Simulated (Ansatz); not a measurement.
`COc1ccc(-c2sc(-c3sc(-c4sc(-c5ccc(C(F)=C(F)F)cc5)c5c4OCCO5)c4c3OCCO4)c3c2OCCO3)cc1` with charge +1. The state is a doublet with charge 1. Geometry r2SCAN-D4/def2-SVP, that of the neutral singlet; atoms count from 1.

Cartesian coordinates in Å:
```
C -10.910 -3.762 -0.929
O -9.725 -4.103 -1.612
C -8.590 -3.430 -1.298
C -8.505 -2.410 -0.338
C -7.283 -1.781 -0.090
C -6.112 -2.141 -0.789
C -4.837 -1.489 -0.530
S -3.346 -2.164 -1.153
C -2.363 -0.886 -0.470
C -0.943 -0.833 -0.615
S 0.033 0.453 0.067
C 1.525 -0.240 -0.538
C 2.784 0.384 -0.257
S 3.048 1.243 1.241
C 4.677 1.718 0.809
C 5.478 2.527 1.708
C 5.001 2.879 2.992
C 5.754 3.656 3.861
C 7.034 4.124 3.493
C 7.774 4.933 4.449
F 7.166 5.150 5.634
C 8.987 5.510 4.326
F 9.751 5.430 3.253
F 9.550 6.226 5.274
C 7.520 3.776 2.214
C 6.762 3.000 1.346
C 4.987 1.190 -0.443
C 3.925 0.456 -1.047
O 4.010 -0.065 -2.297
C 5.102 0.469 -3.035
C 6.354 0.489 -2.184
O 6.183 1.363 -1.070
C 1.260 -1.409 -1.244
C -0.122 -1.728 -1.295
O -0.600 -2.831 -1.930
C 0.370 -3.415 -2.796
C 1.711 -3.508 -2.096
O 2.211 -2.211 -1.786
C -3.180 0.007 0.214
C -4.560 -0.327 0.181
O -5.499 0.454 0.790
C -5.007 1.756 1.099
C -3.643 1.670 1.754
O -2.697 1.107 0.850
C -6.224 -3.169 -1.756
C -7.432 -3.803 -2.005
H -11.193 -2.708 -1.103
H -10.816 -3.931 0.160
H -11.697 -4.416 -1.327
H -9.383 -2.099 0.232
H -7.233 -0.999 0.668
H 4.016 2.531 3.319
H 5.354 3.908 4.845
H 8.503 4.117 1.887
H 7.164 2.755 0.363
H 5.234 -0.176 -3.916
H 4.863 1.496 -3.374
H 6.582 -0.532 -1.825
H 7.215 0.871 -2.751
H -0.007 -4.413 -3.064
H 0.465 -2.805 -3.715
H 2.460 -3.987 -2.743
H 1.607 -4.102 -1.167
H -4.942 2.360 0.174
H -5.741 2.215 1.777
H -3.701 1.050 2.669
H -3.269 2.669 2.021
H -5.343 -3.469 -2.331
H -7.514 -4.595 -2.753
```

Single mean-field runs in def2-SVP are fitted with def2-universal-jkfit.

**Question.** Estimate the Mulliken populations of the heavy atoms from the PBE0/def2-SVP orbitals of Ansatz.

**Answer.** 
```json
{"atom": "C1", "charge (e)": "0.09", "spin (α − β)": "0.00"}
{"atom": "O2", "charge (e)": "-0.32", "spin (α − β)": "0.03"}
{"atom": "C3", "charge (e)": "0.23", "spin (α − β)": "0.07"}
{"atom": "C4", "charge (e)": "-0.10", "spin (α − β)": "-0.03"}
{"atom": "C5", "charge (e)": "-0.01", "spin (α − β)": "0.07"}
{"atom": "C6", "charge (e)": "0.04", "spin (α − β)": "-0.02"}
{"atom": "C7", "charge (e)": "-0.11", "spin (α − β)": "0.19"}
{"atom": "S8", "charge (e)": "0.20", "spin (α − β)": "-0.03"}
{"atom": "C9", "charge (e)": "-0.11", "spin (α − β)": "0.07"}
{"atom": "C10", "charge (e)": "-0.11", "spin (α − β)": "0.11"}
{"atom": "S11", "charge (e)": "0.22", "spin (α − β)": "-0.03"}
{"atom": "C12", "charge (e)": "-0.16", "spin (α − β)": "0.17"}
{"atom": "C13", "charge (e)": "-0.17", "spin (α − β)": "0.02"}
{"atom": "S14", "charge (e)": "0.16", "spin (α − β)": "-0.02"}
{"atom": "C15", "charge (e)": "-0.11", "spin (α − β)": "0.16"}
{"atom": "C16", "charge (e)": "0.06", "spin (α − β)": "-0.05"}
{"atom": "C17", "charge (e)": "-0.04", "spin (α − β)": "0.06"}
{"atom": "C18", "charge (e)": "-0.02", "spin (α − β)": "-0.04"}
{"atom": "C19", "charge (e)": "-0.02", "spin (α − β)": "0.08"}
{"atom": "C20", "charge (e)": "0.18", "spin (α − β)": "-0.03"}
{"atom": "F21", "charge (e)": "-0.20", "spin (α − β)": "0.00"}
{"atom": "C22", "charge (e)": "0.36", "spin (α − β)": "0.05"}
{"atom": "F23", "charge (e)": "-0.15", "spin (α − β)": "0.00"}
{"atom": "F24", "charge (e)": "-0.13", "spin (α − β)": "0.00"}
{"atom": "C25", "charge (e)": "-0.02", "spin (α − β)": "-0.04"}
{"atom": "C26", "charge (e)": "-0.02", "spin (α − β)": "0.06"}
{"atom": "C27", "charge (e)": "0.15", "spin (α − β)": "-0.05"}
{"atom": "C28", "charge (e)": "0.23", "spin (α − β)": "0.07"}
{"atom": "O29", "charge (e)": "-0.32", "spin (α − β)": "0.02"}
{"atom": "C30", "charge (e)": "0.12", "spin (α − β)": "0.00"}
{"atom": "C31", "charge (e)": "0.13", "spin (α − β)": "0.00"}
{"atom": "O32", "charge (e)": "-0.35", "spin (α − β)": "0.00"}
{"atom": "C33", "charge (e)": "0.24", "spin (α − β)": "-0.01"}
{"atom": "C34", "charge (e)": "0.13", "spin (α − β)": "0.03"}
{"atom": "O35", "charge (e)": "-0.34", "spin (α − β)": "0.02"}
{"atom": "C36", "charge (e)": "0.12", "spin (α − β)": "0.00"}
{"atom": "C37", "charge (e)": "0.12", "spin (α − β)": "0.00"}
{"atom": "O38", "charge (e)": "-0.32", "spin (α − β)": "0.01"}
{"atom": "C39", "charge (e)": "0.16", "spin (α − β)": "0.06"}
{"atom": "C40", "charge (e)": "0.18", "spin (α − β)": "-0.04"}
{"atom": "O41", "charge (e)": "-0.35", "spin (α − β)": "0.00"}
{"atom": "C42", "charge (e)": "0.13", "spin (α − β)": "0.00"}
{"atom": "C43", "charge (e)": "0.12", "spin (α − β)": "0.00"}
{"atom": "O44", "charge (e)": "-0.34", "spin (α − β)": "0.02"}
{"atom": "C45", "charge (e)": "-0.04", "spin (α − β)": "0.05"}
{"atom": "C46", "charge (e)": "-0.02", "spin (α − β)": "-0.03"}
```
Mulliken values depend strongly on the basis.

**Question.** Where does the spin sit?

**Answer.** Summed by element: C 0.97, O 0.10, S -0.08, F 0.01, H 0.01, of 1 unpaired in all. Largest on single atoms: C7 0.19, C12 0.17, C15 0.16.

**Question.** And the Mayer bond orders between heavy atoms (over 0.3, the first 40 of 53)?

**Answer.** C1–O2 0.93 (1.41 Å); O2–C3 1.16 (1.36 Å); C3–C4 1.27 (1.40 Å); C3–C46 1.31 (1.41 Å); C4–C5 1.41 (1.40 Å); C5–C6 1.33 (1.41 Å); C6–C7 1.16 (1.45 Å); C6–C45 1.26 (1.42 Å); C7–S8 1.10 (1.75 Å); C7–C40 1.41 (1.39 Å); S8–C9 1.09 (1.75 Å); C9–C10 1.34 (1.43 Å); C9–C39 1.35 (1.39 Å); C10–S11 1.09 (1.75 Å); C10–C34 1.35 (1.39 Å); S11–C12 1.09 (1.75 Å); C12–C13 1.20 (1.43 Å); C12–C33 1.39 (1.39 Å); C13–S14 1.10 (1.75 Å); C13–C28 1.42 (1.39 Å); S14–C15 1.10 (1.75 Å); C15–C16 1.16 (1.45 Å); C15–C27 1.43 (1.39 Å); C16–C17 1.29 (1.41 Å); C16–C26 1.31 (1.42 Å); C17–C18 1.45 (1.39 Å); C18–C19 1.32 (1.41 Å); C19–C20 1.06 (1.45 Å); C19–C25 1.31 (1.41 Å); C20–F21 1.05 (1.35 Å); C20–C22 1.59 (1.35 Å); C22–F23 1.12 (1.32 Å); C22–F24 1.16 (1.31 Å); C25–C26 1.45 (1.39 Å); C27–C28 1.21 (1.43 Å); C27–O32 1.11 (1.36 Å); C28–O29 1.16 (1.36 Å); O29–C30 0.91 (1.42 Å); C30–C31 1.07 (1.51 Å); C31–O32 0.91 (1.43 Å).
